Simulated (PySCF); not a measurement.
Al(F)(H)(nPr), C3H8AlF, SMILES CC[CH2][AlH][F], B3LYP/def2-SVP optimised geometry.

```
13

Al     0.28     1.79     0.00
F     -0.44     3.30     0.00
H      1.86     1.79     0.00
C     -0.90     0.22     0.01
C     -0.21    -1.16     0.03
C     -1.20    -2.33     0.05
H     -1.56     0.30    -0.87
H     -1.58     0.33     0.87
H      0.46    -1.26    -0.84
H      0.45    -1.23     0.92
H     -1.86    -2.28     0.94
H     -0.68    -3.30     0.07
H     -1.85    -2.32    -0.84
```

Density from B3LYP/def2-TZVP in PySCF at that geometry.

Minimum of the electron density along straight lines between bonded atoms, close to the bond critical point (lines longer than 1.1 times the sum of covalent radii, or with two minima, are not listed):

```json
[
 {"bond": "Al1–F2", "length / Å": "1.673", "ρ at the minimum / e bohr⁻³": "0.106", "∇²ρ there / e bohr⁻⁵": "0.84", "position (fraction from the first atom)": "0.43"},
 {"bond": "Al1–H3", "length / Å": "1.582", "ρ at the minimum / e bohr⁻³": "0.084", "∇²ρ there / e bohr⁻⁵": "0.20", "position (fraction from the first atom)": "0.51"},
 {"bond": "Al1–C4", "length / Å": "1.956", "ρ at the minimum / e bohr⁻³": "0.089", "∇²ρ there / e bohr⁻⁵": "0.24", "position (fraction from the first atom)": "0.40"},
 {"bond": "C4–C5", "length / Å": "1.540", "ρ at the minimum / e bohr⁻³": "0.237", "∇²ρ there / e bohr⁻⁵": "-0.56", "position (fraction from the first atom)": "0.50"},
 {"bond": "C5–C6", "length / Å": "1.531", "ρ at the minimum / e bohr⁻³": "0.245", "∇²ρ there / e bohr⁻⁵": "-0.61", "position (fraction from the first atom)": "0.50"},
 {"bond": "C4–H7", "length / Å": "1.108", "ρ at the minimum / e bohr⁻³": "0.263", "∇²ρ there / e bohr⁻⁵": "-0.84", "position (fraction from the first atom)": "0.63"},
 {"bond": "C4–H8", "length / Å": "1.108", "ρ at the minimum / e bohr⁻³": "0.263", "∇²ρ there / e bohr⁻⁵": "-0.84", "position (fraction from the first atom)": "0.63"},
 {"bond": "C5–H9", "length / Å": "1.105", "ρ at the minimum / e bohr⁻³": "0.273", "∇²ρ there / e bohr⁻⁵": "-0.92", "position (fraction from the first atom)": "0.64"},
 {"bond": "C5–H10", "length / Å": "1.106", "ρ at the minimum / e bohr⁻³": "0.273", "∇²ρ there / e bohr⁻⁵": "-0.92", "position (fraction from the first atom)": "0.64"},
 {"bond": "C6–H11", "length / Å": "1.103", "ρ at the minimum / e bohr⁻³": "0.272", "∇²ρ there / e bohr⁻⁵": "-0.91", "position (fraction from the first atom)": "0.64"},
 {"bond": "C6–H12", "length / Å": "1.103", "ρ at the minimum / e bohr⁻³": "0.272", "∇²ρ there / e bohr⁻⁵": "-0.91", "position (fraction from the first atom)": "0.64"},
 {"bond": "C6–H13", "length / Å": "1.103", "ρ at the minimum / e bohr⁻³": "0.272", "∇²ρ there / e bohr⁻⁵": "-0.91", "position (fraction from the first atom)": "0.64"}
]
```
